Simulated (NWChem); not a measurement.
System: CH₉NSi₂; SMILES CN([SiH3])[SiH3]

NWChem input:

```
start job
memory heap 200 mb stack 900 mb global 1100 mb
geometry units angstroms noautosym nocenter noautoz
  Si     0.508609     1.550109    -0.007356
  N     -0.287551    -0.000278    -0.061606
  C     -1.755840    -0.000908     0.080453
  Si     0.509875    -1.550028    -0.007749
  H     -0.126891     2.470007    -0.993195
  H      0.411155     2.218033     1.325312
  H      1.943438     1.357050    -0.334539
  H     -2.192810     0.880923    -0.404550
  H     -2.192087    -0.882904    -0.404903
  H     -2.075665    -0.001251     1.132279
  H     -0.124654    -2.470126    -0.994028
  H      1.944608    -1.355664    -0.334573
  H      0.412685    -2.218476     1.324674
end
basis spherical
  Si library def2-svp
  N library def2-svp
  C library def2-svp
  H library def2-svp
end
dft
  xc m06-2x
  iterations 150
end
cosmo
  do_cosmo_smd true
  solvent dmf
end
task dft energy
```

Parts of the log:

```
             Northwest Computational Chemistry Package (NWChem) 7.3.0
             --------------------------------------------------------

                             Geometry "geometry" -> ""
                             -------------------------

 Output coordinates in angstroms (scale by  1.889725989 to convert to a.u.)

  No.       Tag          Charge          X              Y              Z
 ---- ---------------- ---------- -------------- -------------- --------------
    1 Si                  14.0000     0.50860900     1.55010900    -0.00735600
    2 N                    7.0000    -0.28755100    -0.00027800    -0.06160600
    3 C                    6.0000    -1.75584000    -0.00090800     0.08045300
    4 Si                  14.0000     0.50987500    -1.55002800    -0.00774900
    5 H                    1.0000    -0.12689100     2.47000700    -0.99319500
    6 H                    1.0000     0.41115500     2.21803300     1.32531200
    7 H                    1.0000     1.94343800     1.35705000    -0.33453900
    8 H                    1.0000    -2.19281000     0.88092300    -0.40455000
    9 H                    1.0000    -2.19208700    -0.88290400    -0.40490300
   10 H                    1.0000    -2.07566500    -0.00125100     1.13227900
   11 H                    1.0000    -0.12465400    -2.47012600    -0.99402800
   12 H                    1.0000     1.94460800    -1.35566400    -0.33457300
   13 H                    1.0000     0.41268500    -2.21847600     1.32467400

 Effective nuclear repulsion energy (a.u.)     229.5398539686

                                 NWChem DFT Module
                                 -----------------

 Summary of "ao basis" -> "ao basis" (spherical)
 ------------------------------------------------------------------------------
       Tag                 Description            Shells   Functions and Types
 ---------------- ------------------------------  ------  ---------------------
 Si                         def2-svp                 8       18   4s3p1d
 N                          def2-svp                 6       14   3s2p1d
 C                          def2-svp                 6       14   3s2p1d
 H                          def2-svp                 3        5   2s1p

 in cosmo_initialize ...
 calling solv_data for solv:dmf

[...]

                                COSMO-SMD solvation results
                                ---------------------------

             internal energy in gas <Psi(g)|H|Psi(g)> =      -676.928284315634
         internal energy in solvent <Psi(s)|H|Psi(s)> =      -676.928087519461
                               delta internal energy  =         0.000196796174 (    0.12 kcal/mol)
   total free energy in solvent <Psi(s)|H+V/2|Psi(s)> =      -676.930058564806
 polarization energy contribution <Psi(s)|V/2|Psi(s)> =        -0.001971045346 (   -1.24 kcal/mol)
    total free energy in solvent including G(SMD-CDS) =      -676.929107239783
                       G(SMD-CDS) energy contribution =         0.000951325023 (    0.60 kcal/mol)
     1 M fixed-concentration free energy of solvation =        -0.000822924149 (   -0.52 kcal/mol)

                       DFT Final Molecular Orbital Analysis
                       ------------------------------------

 Vector   23  Occ=2.000000D+00  E=-4.003527D-01
              MO Center=  2.7D-01, -6.4D-05,  9.7D-02, r^2= 6.4D+00
   Bfn.  Coefficient  Atom+Function         Bfn.  Coefficient  Atom+Function
  ----- ------------  ---------------      ----- ------------  ---------------
    70      0.224914   6 H  s               105     -0.224902  13 H  s
    65     -0.220444   5 H  s                95      0.220456  11 H  s
    10      0.206100   1 Si pz               56     -0.206110   4 Si pz
    13      0.158378   1 Si pz               59     -0.158384   4 Si pz
    66     -0.126602   5 H  s                96      0.126606  11 H  s

 Vector   24  Occ=2.000000D+00  E=-3.919401D-01
              MO Center=  9.2D-01,  4.2D-04, -2.1D-01, r^2= 5.3D+00
   Bfn.  Coefficient  Atom+Function         Bfn.  Coefficient  Atom+Function
  ----- ------------  ---------------      ----- ------------  ---------------
    75      0.256478   7 H  s               100     -0.256462  12 H  s
    65     -0.172858   5 H  s                95      0.172785  11 H  s
     8      0.167548   1 Si px               54     -0.167419   4 Si px
    76      0.142008   7 H  s               101     -0.141999  12 H  s
     9     -0.132597   1 Si py               55     -0.132737   4 Si py

 Vector   25  Occ=2.000000D+00  E=-3.023477D-01
              MO Center= -3.3D-01, -3.3D-04,  1.1D-01, r^2= 3.2D+00
   Bfn.  Coefficient  Atom+Function         Bfn.  Coefficient  Atom+Function
  ----- ------------  ---------------      ----- ------------  ---------------
    24      0.478097   2 N  pz               27     -0.424762   2 N  pz
    71      0.176364   6 H  s               106      0.176347  13 H  s
    90      0.173498  10 H  s                70      0.148093   6 H  s
   105      0.148077  13 H  s                66     -0.140499   5 H  s
    96     -0.140522  11 H  s                38      0.127573   3 C  pz

 Vector   26  Occ=0.000000D+00  E= 4.774093D-02
              MO Center=  2.6D-01, -1.1D-04,  4.8D-02, r^2= 6.6D+00
   Bfn.  Coefficient  Atom+Function         Bfn.  Coefficient  Atom+Function
  ----- ------------  ---------------      ----- ------------  ---------------
    21      1.068769   2 N  s                35      0.667012   3 C  s
    12      0.648359   1 Si py               58     -0.647848   4 Si py
    11      0.568266   1 Si px               57      0.568879   4 Si px
    76     -0.366872   7 H  s               101     -0.366921  12 H  s
    81     -0.271958   8 H  s                86     -0.271948   9 H  s

[...]
```

Level: M06-2X/def2-SVP, SMD on the gas-phase geometry. Coordinates come from a B3LYP/6-31G* (spherical d) optimisation. Solvent: N,N-dimethylformamide.
